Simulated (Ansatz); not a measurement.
Potential energy curve for Sn(iPr)(OH)3, C3H10O3Sn, SMILES [OH][Sn]([OH])([CH](C)C)[OH]. The C1–H17 bond (C1 also carries C, H, H; H17 carries nothing else) is stretched with both fragments frozen at the PBE0/def2-SVP, def2 effective core potentials past Kr optimised geometry.

Levels of theory: UKS-PBE0 = Ansatz (a first-principles code) with unrestricted PBE0/def2-SVP, def2 effective core potentials past Kr; RKS-PBE0 = restricted PBE0/def2-SVP, def2 effective core potentials past Kr run with Ansatz; UKS-B3LYP = unrestricted B3LYP/def2-SVP, def2 effective core potentials past Kr run with Ansatz; RKS-B3LYP = Ansatz with restricted B3LYP/def2-SVP, def2 effective core potentials past Kr; UKS-PBE = unrestricted PBE/def2-SVP, def2 effective core potentials past Kr (Ansatz); RKS-PBE = restricted PBE/def2-SVP, def2 effective core potentials past Kr in Ansatz.

Scanned distances (Å): 0.89, 0.97, 1.02, 1.08, 1.10, 1.15, 1.17, 1.24, 1.33, 1.44, 1.59, 1.80, 2.01, 2.29, 2.68, 3.23.

**Question.** Where does the unrestricted solution first break spin symmetry (<S²> of 0.01 or more)?

**Answer.** UKS-PBE0: between 1.80 and 2.01 Å; UKS-B3LYP: between 2.01 and 2.29 Å; UKS-PBE: between 2.01 and 2.29 Å.

| R / Å | <S²> UKS-PBE0 | E(RKS-PBE0) − E(UKS-PBE0) / kcal/mol | <S²> UKS-B3LYP | E(RKS-B3LYP) − E(UKS-B3LYP) / kcal/mol | <S²> UKS-PBE | E(RKS-PBE) − E(UKS-PBE) / kcal/mol |
|---|---|---|---|---|---|---|
| 0.89 | 0.00 | 0.0 | 0.00 | 0.0 | 0.00 | 0.0 |
| 0.97 | 0.00 | 0.0 | 0.00 | 0.0 | 0.00 | 0.0 |
| 1.02 | 0.00 | 0.0 | 0.00 | 0.0 | 0.00 | 0.0 |
| 1.08 | 0.00 | 0.0 | 0.00 | 0.0 | 0.00 | 0.0 |
| 1.10 | 0.00 | 0.0 | 0.00 | 0.0 | 0.00 | 0.0 |
| 1.15 | 0.00 | 0.0 | 0.00 | 0.0 | 0.00 | 0.0 |
| 1.17 | 0.00 | 0.0 | 0.00 | 0.0 | 0.00 | 0.0 |
| 1.24 | 0.00 | 0.0 | 0.00 | 0.0 | 0.00 | 0.0 |
| 1.33 | 0.00 | 0.0 | 0.00 | 0.0 | 0.00 | 0.0 |
| 1.44 | 0.00 | 0.0 | 0.00 | 0.0 | 0.00 | 0.0 |
| 1.59 | 0.00 | 0.0 | 0.00 | 0.0 | 0.00 | 0.0 |
| 1.80 | 0.00 | 0.0 | 0.00 | 0.0 | 0.00 | 0.0 |
| 2.01 | 0.04 | 0.0 | 0.00 | 0.0 | 0.00 | 0.0 |
| 2.29 | 0.59 | 6.0 | 0.47 | 3.9 | 0.29 | 0.7 |
| 2.68 | 0.88 | 20.9 | 0.82 | 15.8 | 0.80 | 9.4 |
| 3.23 | 0.98 | 38.8 | 0.97 | 31.3 | 0.97 | 22.5 |
